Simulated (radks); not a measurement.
The numbers below are computed, except where a source is named.
Task: Radial electron density D(r) = 4 pi r^2 rho(r) of an atom or ion with 5 electrons. Level of theory: Dirac Kohn-Sham, PBE, spin-unpolarised, spherical densities, finite nucleus; Fermi nuclear charge, rms radius of each element as measured or else 0.836 A^(1/3) + 0.57 fm (a radial shooting solver on a logarithmic mesh with Libxc functionals).

```
   r/bohr * D(r) (the largest magnitude, 51.6, reaches the edge; | marks zero)
  0.00303 |      *
 0.003672 |        *
 0.004449 |           *
  0.00539 |               *
 0.006531 |                    *
 0.007851 |                          *
 0.009513 |                                *
  0.01153 |                                       *
  0.01397 |                                              *
  0.01692 |                                                   *
   0.0205 |                                                      *
  0.02465 |                                                     *
  0.02986 |                                                 *
  0.03618 |                                         *
  0.04384 |                                *
  0.05312 |                        *
  0.06437 |                    *
  0.07799 |                    *
  0.09375 |                       *
   0.1136 |                        *
   0.1376 |                     *
   0.1668 |               *
   0.2021 |        *
   0.2448 |  *
   0.2943 |*
   0.3566 *
   0.4321 *
```

What is the nuclear charge?

Result: Z = 43. The innermost maximum, from 1s, lies near gamma/Z bohr with gamma = sqrt(1 - (Z/c)^2) = 0.949, here 0.0221 bohr (found: 0.0219), and its height grows with Z. The density is that of the technetium ion Tc38+ in [He] 2s2 2p1; the configuration itself is not fixed sharply by these data, and Z only to a few units. D(r) has 2 maxima, at r = 0.0219, 0.112 bohr, and minima at 0.0692 bohr, inside which lie 2.21 electrons.
